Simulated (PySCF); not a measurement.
Calculation: B3LYP-D3(BJ)/def2-TZVP // BP86-D3(BJ)/def2-SVP in PySCF. Gas-phase values, no solvent. One relaxed conformer stands for a flexible species; it need not be the lowest. B3LYP has the VWN-RPA correlation part, as in Gaussian. 

Reference species: [Ti(OH)4] (neutral, multiplicity 1).

- HOMO = -8.75 eV
- coordination number = 4
- charge on the central atom (Mulliken) = 1.49 e

Changed species: [Cr(=O)2(OH)2] (M = Cr, dioxo; the reference has M = Ti).

Problem. Predict the effect on the HOMO, coordination number and charge on the central atom (Mulliken).

Solution. the HOMO decreases by 0.18 eV, to -8.93 eV; the coordination number is nearly the same; the charge on the central atom (Mulliken) drops by 0.06 e, to 1.43 e.
